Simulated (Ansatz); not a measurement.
Reaction (ligand exchange at the Sn–C bond): `C=[CH][SnH]([CH3])[F]` + H₂S → `[CH3][SnH]([F])[SH]` + ethylene

Calculated with Ansatz (gas phase, PBE0-D4/def2-TZVP geometries, no zero-point term in ΔE). CBS: MP2 limit from def2 TZ/QZ plus the TZ coupled-cluster correction, frozen cores. This one scheme is used for every species. Functionals use def2-TZVPP. B3LYP here is the variant with VWN-RPA as its local correlation; programs differ in this. Elements past krypton have def2 core potentials. For Sn outer-core shells are correlated without core-valence functions, which leaves a few kJ/mol of doubt a bond. Each species was taken in one conformer, which may not be the lowest.

Q: Is it downhill or uphill in electronic energy at CCSD(T)/CBS, and by how much? (Best estimate.)

A: Computed: Downhill: ΔE = -19.2 kcal/mol.

Q: What do these levels give: PBE-D4, BLYP-D4, B3LYP-D4, r2SCANh-D4, CAM-B3LYP-D4, B2PLYP, BLYP, B3LYP, BHLYP, MP2/def2-QZVPP, MP2/CBS(def2), CCSD/CBS(def2)? (Estimate.)

A: Computed: PBE-D4 -20.3, BLYP-D4 -20.1, B3LYP-D4 -20.3, r2SCANh-D4 -20.8, CAM-B3LYP-D4 -19.6, B2PLYP -20.1, BLYP -21.0, B3LYP -20.9, BHLYP -21.0, MP2/def2-QZVPP -19.2, MP2/CBS(def2) -19.6, CCSD/CBS(def2) -19.4 kcal/mol.

Largest T1 diagnostic among the species: 0.013.

Leaving LDA and LC-ωPBE aside and taking each functional with its dispersion term where it has one, the values, not all of them listed here, spread over 1.8 kcal/mol, from B97M-V to ωB97X-V. LDA lies +1.1 kcal/mol from PBE without D4. In def2-TZVPP, CCSD(T) changes the Hartree–Fock value by +3.4 kcal/mol (the triples alone add +0.2 kcal/mol) and MP2 by +2.9 kcal/mol.
